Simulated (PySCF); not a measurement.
TaF5, optimised at GFN2-xTB:

```xyz
6

Ta    -0.0178     0.0093    -0.0001
F      0.3365     0.7846    -1.6062
F     -1.1890    -1.0974    -0.7927
F      1.1534     1.1159     0.7925
F     -1.3485     0.6641     1.0518
F      0.9585    -1.4211     0.5540
```

Method: PySCF energies (xtb for GFN2) plus ideal-gas RRHO corrections (1 bar). All species are closed-shell singlets. Ta: scalar-relativistic def2 core potential, no spin-orbit coupling.

List the harmonic frequencies (cm⁻¹, unscaled) at this level and at the other levels, each on its own geometry.


- GFN2-xTB: 106, 106, 182, 182, 222, 260, 260, 417, 472, 472, 473, 520
- PBE/def2-SVP: 98, 99, 194, 195, 232, 270, 271, 650, 671, 703, 703, 712
- PBE0/def2-TZVP: 106, 106, 207, 208, 240, 279, 279, 650, 670, 711, 711, 742
